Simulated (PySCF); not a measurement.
C3H7AlCl2, singlet, at a GFN2-xTB geometry (such geometries of metal compounds can be far from the true shape); HF/6-31G, polarisability (PySCF).

The PySCF input:
```python
from pyscf import gto, scf
from pyscf.prop import polarizability

mol = gto.Mole()
mol.atom = '''
    Al    0.074185    0.382495    0.077455
    Cl    1.812452    1.172591   -0.629824
    Cl   -0.792313    1.261203    1.697299
    C    -0.796180   -1.207801   -0.829407
    C    -1.588180   -2.059165    0.171598
    C     0.233722   -2.050639   -1.592057
    H    -1.519618   -0.837385   -1.573015
    H    -2.148933   -2.839054   -0.344706
    H    -0.920280   -2.536750    0.886894
    H    -2.292987   -1.442062    0.727767
    H     0.804695   -1.429139   -2.280910
    H    -0.259831   -2.835083   -2.166789
    H     0.934022   -2.521820   -0.904033
'''
mol.basis = '6-31g'
mol.charge = 0
mol.spin = 0
mol.verbose = 4
mol.build()

mf = scf.RHF(mol)
mf.kernel()
alpha = mf.Polarizability().polarizability()[2, 2]
print('alpha_zz =', alpha)
```

It wrote (shortened):

```
site-packages/pyscf/prop/efg/rhf.py:45: UserWarning: Module EFG is under testing
  warnings.warn('Module EFG is under testing')
site-packages/pyscf/prop/efg/dhf.py:30: UserWarning: Module EFG is under testing
  warnings.warn('Module EFG is under testing')
site-packages/pyscf/prop/zfs/uhf.py:40: UserWarning: Module ZFS is under testing
  warnings.warn('Module ZFS is under testing')
site-packages/pyscf/prop/gtensor/uhf.py:43: UserWarning: Module g-tensor is under testing
  warnings.warn('Module g-tensor is under testing')
site-packages/pyscf/prop/gtensor/uks.py:41: UserWarning: Module g-tensor is under testing
  warnings.warn('Module g-tensor is under testing')
site-packages/pyscf/prop/hfc/uks.py:35: UserWarning: Module HFC is under testing
  warnings.warn('Module HFC is under testing')
site-packages/pyscf/prop/magnetizability/rhf.py:39: UserWarning: Module magnetizability is under testing
  warnings.warn('Module magnetizability is under testing')
site-packages/pyscf/prop/magnetizability/uhf.py:37: UserWarning: Module magnetizability is under testing
  warnings.warn('Module magnetizability is under testing')
site-packages/pyscf/prop/magnetizability/rks.py:37: UserWarning: Module magnetizability is under testing
  warnings.warn('Module magnetizability is under testing')
site-packages/pyscf/prop/magnetizability/uks.py:39: UserWarning: Module magnetizability is under testing
  warnings.warn('Module magnetizability is under testing')
site-packages/pyscf/prop/polarizability/uhf.py:34: UserWarning: Module polarizability is under testing
  warnings.warn('Module polarizability is under testing')
site-packages/pyscf/prop/polarizability/rks.py:29: UserWarning: Module polarizability is under testing
  warnings.warn('Module polarizability is under testing')
site-packages/pyscf/prop/polarizability/uks.py:29: UserWarning: Module polarizability is under testing
  warnings.warn('Module polarizability is under testing')
PySCF version 2.14.0

[INPUT] verbose = 4
[INPUT] num. atoms = 13
[INPUT] num. electrons = 72
[INPUT] charge = 0
[INPUT] spin (= nelec alpha-beta = 2S) = 0
[INPUT] symmetry False subgroup None
[INPUT] Mole.unit = angstrom
[INPUT] Symbol           X                Y                Z      unit          X                Y                Z       unit  Magmom
[INPUT]  1 Al     0.074185000000   0.382495000000   0.077455000000 AA    0.140189332551   0.722810794016   0.146368736978 Bohr   0.0
[INPUT]  2 Cl     1.812452000000   1.172591000000  -0.629824000000 AA    3.425037893920   2.215875846130  -1.190194866678 Bohr   0.0
[INPUT]  3 Cl    -0.792313000000   1.261203000000   1.697299000000 AA   -1.497254574933   2.383328257480   3.207430261498 Bohr   0.0
[INPUT]  4 C     -0.796180000000  -1.207801000000  -0.829407000000 AA   -1.504562145856  -2.282413102976  -1.567352075797 Bohr   0.0
[INPUT]  5 C     -1.588180000000  -2.059165000000   0.171598000000 AA   -3.001225236512  -3.891257895290   0.324273223523 Bohr   0.0
[INPUT]  6 C      0.233722000000  -2.050639000000  -1.592057000000 AA    0.441670569286  -3.875146090352  -3.008551704697 Bohr   0.0
[INPUT]  7 H     -1.519618000000  -0.837385000000  -1.573015000000 AA   -2.871661833959  -1.582428310819  -2.972567539833 Bohr   0.0
[INPUT]  8 H     -2.148933000000  -2.839054000000  -0.344706000000 AA   -4.060894830040  -5.365034512851  -0.651399933494 Bohr   0.0
[INPUT]  9 H     -0.920280000000  -2.536750000000   0.886894000000 AA   -1.739077157915  -4.793762746490   1.675986761520 Bohr   0.0
[INPUT] 10 H     -2.292987000000  -1.442062000000   0.727767000000 AA   -4.333117437188  -2.725102234643   1.375280312496 Bohr   0.0
[INPUT] 11 H      0.804695000000  -1.429139000000  -2.280910000000 AA    1.520653163807  -2.700681303935  -4.310295214782 Bohr   0.0
[INPUT] 12 H     -0.259831000000  -2.835083000000  -2.166789000000 AA   -0.491009428672  -5.357530410410  -4.094637779720 Bohr   0.0
[INPUT] 13 H      0.934022000000  -2.521820000000  -0.904033000000 AA    1.765045774319  -4.765549135451  -1.708374777569 Bohr   0.0

nuclear repulsion = 408.234111064189
number of shells = 50
number of NR pGTOs = 232
number of NR cGTOs = 80
basis = 6-31g
ecp = {}

******** <class 'pyscf.scf.hf.RHF'> ********
method = RHF
initial guess = minao
damping factor = 0
level_shift factor = 0
DIIS = <class 'pyscf.scf.diis.CDIIS'>
diis_start_cycle = 1
diis_space = 8
diis_damp = 0
SCF conv_tol = 1e-09
SCF conv_tol_grad = None
SCF max_cycles = 50
direct_scf = True
direct_scf_tol = 1e-13
Set gradient conv threshold to 3.16228e-05
Initial guess from minao.
init E= -1279.37920399242
  HOMO = -0.264841299983297  LUMO = 0.0270759464573358  gap/eV = 7.94347
cycle= 1 E= -1278.51343025083  delta_E= 0.866  |g|= 0.36  |ddm|= 2.99
  HOMO = -0.418413721963088  LUMO = 0.0316120418245196  gap/eV = 12.24582
cycle= 2 E= -1278.56759421469  delta_E= -0.0542  |g|= 0.117  |ddm|= 0.858
  HOMO = -0.392437125374521  LUMO = 0.0542256273533828  gap/eV = 12.15431
cycle= 3 E= -1278.57212999431  delta_E= -0.00454  |g|= 0.0329  |ddm|= 0.204
  HOMO = -0.398890424328302  LUMO = 0.0549287390809725  gap/eV = 12.34905
cycle= 4 E= -1278.57263230341  delta_E= -0.000502  |g|= 0.00782  |ddm|= 0.0724
  HOMO = -0.398212522766071  LUMO = 0.0542184142702784  gap/eV = 12.31127
cycle= 5 E= -1278.57265538043  delta_E= -2.31e-05  |g|= 0.00162  |ddm|= 0.0147
  HOMO = -0.398879279380076  LUMO = 0.0539401500229224  gap/eV = 12.32184
cycle= 6 E= -1278.57265739282  delta_E= -2.01e-06  |g|= 0.000456  |ddm|= 0.006
  HOMO = -0.398820061617157  LUMO = 0.0540171412485559  gap/eV = 12.32233
cycle= 7 E= -1278.57265758122  delta_E= -1.88e-07  |g|= 0.000127  |ddm|= 0.00174
  HOMO = -0.398834542929426  LUMO = 0.0540020301362973  gap/eV = 12.32231
cycle= 8 E= -1278.57265759968  delta_E= -1.85e-08  |g|= 2.26e-05  |ddm|= 0.000603
  HOMO = -0.398835061167846  LUMO = 0.0540017099810417  gap/eV = 12.32232
cycle= 9 E= -1278.57265760015  delta_E= -4.77e-10  |g|= 5.94e-06  |ddm|= 8.89e-05
  HOMO = -0.398834881965999  LUMO = 0.0540013097598706  gap/eV = 12.32230
Extra cycle  E= -1278.57265760018  delta_E= -2.23e-11  |g|= 2.46e-06  |ddm|= 1.31e-05
converged SCF energy = -1278.57265760018
Isotropic polarizability 62.7535224243
Polarizability anisotropy 2.18483456702
alpha_zz = 61.29722482674218
```
